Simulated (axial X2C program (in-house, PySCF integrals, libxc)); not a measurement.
## Curves of MnNC from open-shell CI on d5 s1 p(π)0

Calculated with an in-house all-electron X2C program for linear molecules (integrals from PySCF): two-component X2C with atomic mean-field Coulomb and Gaunt terms, basis Mn dyall-v3z, N dyall-av3z, C dyall-v3z (cores contracted in-house). Orbitals come from Hartree–Fock averaged over the configuration Mn d5 s1 p(π)0; CI then distributes these electrons over the d, s, p(π) shells of Mn.

Scan along the Mn–N bond with NC moving as one mass, its bond held at 1.170 Å; masses Mn 54.938 u, N 14.003 u, C 12.000 u. Energies in cm⁻¹ from the lowest point; levels are followed by energy order within each Ω. Lowest level at 2.000 Å: 100% d5 s1.

```json
{"R (Å)": "1.860", "(1)Ω=0": "1980", "(1)Ω=1": "1980", "(1)Ω=2": "1980", "(1)Ω=3": "1980", "(2)Ω=2": "9888"}
{"R (Å)": "1.930", "(1)Ω=0": "585", "(1)Ω=1": "585", "(1)Ω=2": "585", "(1)Ω=3": "585", "(2)Ω=2": "8830"}
{"R (Å)": "2.000", "(1)Ω=0": "0", "(1)Ω=1": "0", "(1)Ω=2": "0", "(1)Ω=3": "0", "(2)Ω=2": "8532"}
{"R (Å)": "2.080", "(1)Ω=0": "55", "(1)Ω=1": "55", "(1)Ω=2": "55", "(1)Ω=3": "55", "(2)Ω=2": "8867"}
{"R (Å)": "2.160", "(1)Ω=0": "654", "(1)Ω=1": "654", "(1)Ω=2": "654", "(1)Ω=3": "654", "(2)Ω=2": "9709"}
{"R (Å)": "2.250", "(1)Ω=0": "1764", "(1)Ω=1": "1764", "(1)Ω=2": "1764", "(1)Ω=3": "1764", "(2)Ω=2": "11056"}
{"R (Å)": "2.360", "(1)Ω=0": "3501", "(1)Ω=1": "3501", "(1)Ω=2": "3501", "(1)Ω=3": "3501", "(2)Ω=2": "13044"}
```

**Question.** Fit the curves (1)Ω=0, (1)Ω=1, (1)Ω=2, (1)Ω=3, (2)Ω=2 near their minima.

**Answer.** From the open-shell CI curves, Te from the lowest:

| level | Te (cm⁻¹) | Re (Å) | ωe (cm⁻¹) |
| --- | --- | --- | --- |
| (1)Ω=0 | 0 | 2.032 | 447.9 |
| (1)Ω=1 | 0 | 2.032 | 447.9 |
| (1)Ω=2 | 0 | 2.032 | 447.9 |
| (1)Ω=3 | 0 | 2.032 | 447.9 |
| (2)Ω=2 | 8589 | 1.999 | 467.0 |

Without dynamic correlation distances can be off by several hundredths of an Å (long for ionic bonds, short for multiple bonds) and the wavenumbers are rough.

The 5 lowest curves are shown; the next is (2)Ω=1, from 8532 cm⁻¹.

There is no dynamic correlation: spin–orbit spacings and, for f shells, spacings inside one term are the most reliable numbers, splittings between terms come out too wide, and energies between configurations are not reliable, so the lowest level need not be the ground state of the molecule. For d shells the ligand-field splittings (σ, π, δ) and their order can be off by a thousand cm⁻¹ or more. At most 4 roots were kept for each Ω > 0 (twice that for Ω = 0) within 3.2 eV of the lowest, so higher up levels can be missing between those listed; levels with Ω > 0 are doubly degenerate and listed once, Ω = 0 levels singly. States that fill the shells left empty in the average are placed too high. The molecule was held linear; bending was not examined.
